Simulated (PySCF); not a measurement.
# From computed data to an observable: chemical shift, span and skew from a shielding tensor

Al(H)2(NH2) (AlH4N), SMILES [AlH2][NH2]. Atoms are numbered in the order given.

```xyz
6

Al     0.0000     0.0000     0.6505
H      0.0000     1.3942     1.3877
H      0.0000    -1.3942     1.3877
N      0.0000     0.0000    -1.1198
H      0.0000     0.8268    -1.6970
H      0.0000    -0.8268    -1.6970
```
Charge 0, spin multiplicity 1.

Geometry optimised at B3LYP-D3(BJ)/def2-TZVP.

GIAO shieldings from PBE0/pcSseg-2 (PySCF), non-relativistic, no solvent. The symmetric part of the tensor of N4 has the principal values 137.6, 238.2, 243.2 ppm. The same nucleus in NH3 has σ = 263.3 ppm at this level (PySCF, at its B3LYP-D3(BJ)/def2-TZVP geometry).

Problem. Work out the isotropic shielding, the ¹⁵N shift against NH3, the span and the skew.

Solution. 
σ(iso) = (σ11 + σ22 + σ33)/3 = 206.3 ppm. δ = σ(ref) − σ(iso) = 263.3 − (206.3) = 57.0 ppm.
Span Ω = σ33 − σ11 = 105.6 ppm. Skew κ = 3(σ(iso) − σ22)/Ω = -0.91. Tumbling in solution averages the tensor to δ; in a static solid the shielding alone would spread this spin-1/2 line over Ω.
